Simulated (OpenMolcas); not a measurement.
Pd2+ with 6 ligands (chloride) in trigonal prismatic coordination (D3h). A charge of +0.667 e stands 2.4 Å behind each ligand. Ligand basis ANO-RCC-VDZP.

* Program: OpenMolcas
* Method: SS-CASPT2, IPEA 0.25 Eh, imaginary shift 0.1 Eh (closed shells correlated: 4s 4p and the ligand valence shells)
* Basis: ANO-RCC-VDZP [6s5p3d1f]
* Scalar Hamiltonian: DKH2, point nucleus
* Active space: 8 electrons in 5 orbitals (4d)
* State averaging: 2S+1 = 3 even, 10 roots; 2S+1 = 1 even, 15 roots
* Spin-orbit coupling: state interaction with AMFI integrals over the reference wave functions

All ligands move together. At R = 2.51 Å the first state of the same spin is 5130 cm-1, and at R = 2.7 Å it is 2980 cm-1.

A third run gives 3730 cm-1. What distance was it run at?

With a power law R^-n the two known points give n = -ln(2980 / 5130) / ln(2.7 / 2.51) = 7.44. Then R = 2.51 × (5130 / 3730)^(1/7.44) = 2.620 Å. The run was at 2.62 Å, so the estimate is off by 0 Å.

Roots that are degenerate in the reference are averaged as groups; the widest CASPT2 spread within a group is 140 cm-1 (the 2-fold group of multiplicity 3 near 15700 cm-1 above the lowest state of its run, R = 2.51). Shifts and gaps below about the spread of the groups concerned are not significant. Over all roots computed the reference weight is 0.64 to 0.66 in R = 2.51, 0.64 to 0.67 in R = 2.62, 0.64 to 0.67 in R = 2.7; a low but even weight reflects the number of correlated electrons. Real 4d8 and 5d8 ions are as a rule square planar and diamagnetic. Ligand-to-metal charge-transfer states are missing. With no ligand orbital active B as a rule stays too high, so bands that hang on it stand too high and its fall with covalency is understated. No measured value stands beside these numbers; the geometry was imposed, not optimised, and the real ion may take another.
